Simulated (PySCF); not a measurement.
# LaF3(NH3) at several levels of theory

Computed with PySCF 2.14.0 (density fitting, no spin-orbit coupling) at the geometry relaxed with PBE0:

```xyz
8
LaF3(NH3) (singlet)
La    0.1225   -0.1225    0.1225
F     1.1801    1.4200    1.1801
F    -1.4200   -1.1801    1.1801
F     1.1801   -1.1801   -1.4200
N    -1.4412    1.4412   -1.4412
H    -2.0538    2.0538   -0.8992
H    -0.8992    2.0538   -2.0538
H    -2.0538    0.8992   -2.0538
```

| level | basis | state | HOMO (eV) | gap (eV) | charge on La1 (e) | population of f-type functions on La1 (polarisation alone where 4f lies in the core) | dipole about the centre of mass (D) | largest force component (eV/Å) |
| --- | --- | --- | --- | --- | --- | --- | --- | --- |
| PBE0 | La lcecp-1-SVP with ECP46, F def2-SVP, N def2-SVP, H def2-SVP | singlet | -9.01 | 8.10 | 1.28 | 0.11 | 6.33 | 0.02 |
| PBE0 | La lcecp-1-TZVP with ECP46, F def2-TZVP, N def2-TZVP, H def2-TZVP | singlet | -9.23 | 8.17 | 1.66 | 0.16 | 6.27 | 0.24 |

In the lcecp rows the 4f levels are missing from HOMO and gap, and the state counts the valence alone.

Charges are Mulliken's, which hang on the basis. The relaxation used the grid (50, 194), these runs (75, 302) or, all-electron (x2c bases, spin-free X2C Hamiltonian), (99, 590).

Question: A further run in the first row's basis gives HOMO (eV) -7.19, gap (eV) 5.78, charge on La1 (e) 1.07, population of f-type functions on La1 (polarisation alone where 4f lies in the core) 0.11, dipole about the centre of mass (D) 6.19, largest force component (eV/Å) 0.25. Which level was it?
A. BP86
B. M06-L

Answer: A. The others give HOMO -7.39 eV (M06-L).

In the first row's basis the gap widens with exact exchange: 5.8 to 6.6 eV for BP86, M06-L (none); 8.1 eV for PBE0 (a fixed share).
